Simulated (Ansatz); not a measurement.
Consider the redistribution: `F[BH][SnH2][SiH3]` + `ClBCCl` → `[SiH3][SnH2][CH2]Cl` + `FBBCl`.

Calculated with Ansatz (gas phase, PBE0-D4/def2-TZVP geometries, no zero-point term in ΔE). CCSD(T)/CBS is the MP2 limit (def2-TZVPP, def2-QZVPP) plus CCSD(T) − MP2 in def2-TZVPP, frozen cores. DFT in def2-TZVPP. Elements past krypton have def2 core potentials. For Sn outer-core shells are correlated without core-valence functions, which leaves a few kJ/mol of doubt a bond. One conformer a species, not always the lowest.

`F[BH][SnH2][SiH3]`:

Z-matrix (Å, degrees):
```
Sn
B 1 2.268
Si 1 2.568 2 110.9
H 1 1.711 2 110.0 3 119.2
H 1 1.710 2 111.9 3 -121.3
F 2 1.318 1 119.6 3 94.3
H 2 1.202 1 123.8 3 -84.0
H 3 1.487 1 110.1 2 58.1
H 3 1.487 1 110.1 2 -61.5
H 3 1.487 1 110.6 2 178.3
```

`ClBCCl`:

```xyz
7

Cl   -2.228    0.346   -0.191
B    -0.671    0.052    0.535
C     0.556   -0.319   -0.359
Cl    1.273    1.335   -0.415
H    -0.568    0.179    1.713
H     1.295   -0.974    0.098
H     0.343   -0.621   -1.381
```

`[SiH3][SnH2][CH2]Cl`:

```xyz
11

Si   -1.570    1.230    0.051
Sn   -0.091   -0.699   -0.753
C     1.617   -0.822    0.571
Cl    2.298    0.803    0.847
H    -1.770    1.116    1.520
H    -2.895    1.167   -0.620
H    -0.930    2.533   -0.260
H     0.506   -0.450   -2.335
H    -0.897   -2.211   -0.709
H     1.329   -1.226    1.540
H     2.405   -1.442    0.147
```

`FBBCl`:

```xyz
6

F    -1.694    0.779   -0.476
B    -0.692    0.442    0.322
B     0.724   -0.242   -0.302
Cl    0.829   -1.983   -0.380
H    -0.859    0.645    1.499
H     1.692    0.359   -0.663
```

**Question.** Is it downhill or uphill in electronic energy at CCSD(T)/CBS, and by how much? (An estimate is asked.)

**Answer.** The calculation gave: Uphill: ΔE = +9.2 kcal/mol.

**Question.** What do these levels give: r2SCAN-D4, ωB97M-V, B2PLYP, PBE, PBE0, HF/def2-TZVPP? (Estimate.)

**Answer.** Ansatz gave: r2SCAN-D4 11.4, ωB97M-V 10.5, B2PLYP 10.1, PBE 11.5, PBE0 11.2, HF/def2-TZVPP 8.9 kcal/mol.

Largest T1 diagnostic among the species: 0.014.

In def2-TZVPP, CCSD(T) changes the Hartree–Fock value by +1.1 kcal/mol (the triples alone add +0.2 kcal/mol) and MP2 by +1.4 kcal/mol.
